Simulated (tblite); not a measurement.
C5H12O2Si.
Numbering: `[CH3:1][CH2:2][O:3][C@@H:4]1[CH2:5][CH2:6][SiH2:7][O:8]1` (hydrogens: H9, H10, H11 on C1; H12, H13 on C2; H14 on C4; H15, H16 on C5; H17, H18 on C6; H19, H20 on Si7)

Cartesian coordinates in Å at the GFN2-xTB level; atoms count from 1:
```xyz
20
C5H12O2Si angstrom
C      2.8363    0.9625    0.2996
C      1.8590   -0.1812    0.5081
O      0.7733   -0.0152   -0.3883
C     -0.2241   -0.9744   -0.2577
C     -1.2924   -0.6855   -1.3150
C     -2.1386    0.4710   -0.7814
Si    -2.0106    0.2078    1.1021
O     -0.8234   -0.9220    1.0061
H      3.2012    0.9571   -0.7237
H      3.6763    0.8584    0.9807
H      2.3396    1.9108    0.4841
H      1.4850   -0.1890    1.5401
H      2.3450   -1.1498    0.3114
H      0.2061   -1.9880   -0.3581
H     -0.8089   -0.4543   -2.2630
H     -1.9034   -1.5809   -1.4322
H     -3.1452    0.4406   -1.1915
H     -1.6932    1.4202   -1.0753
H     -1.5549    1.3976    1.8168
H     -3.1319   -0.4750    1.7343
```

Computed values, GFN2-xTB/tblite, gas phase, harmonic and unscaled. The method is semi-empirical: single wavenumbers can be off by several per cent or more. Modes of hydrogen on silicon can be 10 to 20 % off. One conformer, not necessarily the lowest.

Harmonic wavenumbers (cm⁻¹): 42.5, 80.0, 109.1, 126.4, 196.9, 210.5, 348.5, 377.5, 434.1, 470.9, 546.8, 584.9, 659.8, 704.9, 721.8, 775.4, 795.4, 821.6, 837.3, 892.0, 936.6, 951.0, 1020.6, 1046.6, 1089.5, 1097.0, 1133.5, 1152.1, 1156.7, 1173.1, 1249.6, 1254.9, 1280.9, 1308.4, 1318.9, 1349.0, 1398.7, 1458.7, 1474.4, 1479.6, 1492.1, 1494.8, 2278.1, 2317.4, 2809.6, 2850.7, 2905.5, 2987.8, 3001.7, 3008.5, 3019.2, 3046.2, 3050.3, 3054.7.

A = 3118, B = 1099, C = 996.5 MHz; mass 132.061 u (most abundant isotopes); point group C1, symmetry number 1.

Task: What is the zero-point energy?

Result: ½Σν̃ = 35691 cm⁻¹ = 426.96 kJ/mol.

Task: Give the ideal-gas entropy at 298.15 K and 1 bar in the rigid-rotor, harmonic-oscillator model (classical rotation).

Result: Translation 169.76, rotation 121.06, vibration 113.88: S = 404.7 J/(mol K).

Task: And Cp and H(298.15 K) − H(0)?

Result: Cp = 157.12 J/(mol K), of which vibrations give 123.87 (their classical limit is 54 R = 449.0); H(298.15 K) − H(0) = 27.81 kJ/mol without the zero-point energy, 17.89 from vibrations.

Task: Blend soft modes into free rotors: weight 1/[1 + (100 cm⁻¹/ν̃)⁴] for the oscillator and the rest for a rotor with moment μB/(μ + B), μ = h/(8π²ν), B = 10⁻⁴⁴ kg m². What vibrational entropy results?

Result: 104.38 J/(mol K) in place of 113.88, which changes −T·S at 298.15 K by +2.83 kJ/mol.

Task: Which modes carry the vibrational entropy at 298.15 K?

Result: 42.5 cm⁻¹: 21.50; 80.0 cm⁻¹: 16.28; 109.1 cm⁻¹: 13.74; 126.4 cm⁻¹: 12.55; 196.9 cm⁻¹: 9.05; 210.5 cm⁻¹: 8.53 J/(mol K); the other 48 give 32.22 together.

Task: What must be added to the electronic energy to get the Gibbs energy at 298.15 K and 1 bar?

Result: ZPE + [H(298.15 K) − H(0)] − T·S = 426.96 + 27.81 − 120.66 = 334.11 kJ/mol.

Task: How do the functions run with temperature in this model?

Result: 
```tsv
T (K)	S (J/(mol K))	Cp (J/(mol K))	H − H(0) (kJ/mol)	G − H(0) (kJ/mol)	ln q(vib)
50	244.5	54.7	2.10	-10.13	0.53
100	288.9	74.5	5.35	-23.53	1.70
373.15	443.7	191.8	40.91	-124.67	8.31
500	507.2	243.0	68.60	-185.03	11.46
750	620.4	314.5	138.97	-326.33	17.66
1000	717.7	360.8	223.77	-493.89	23.58
```

q(vib) and H(0) count from the zero-point level.

Hindered rotation and anharmonicity are outside this model. Other conformers, if any are populated, would add a mixing term that is left out. The structure is chiral; the term R ln 2 for an equal mix with its mirror image is left out.
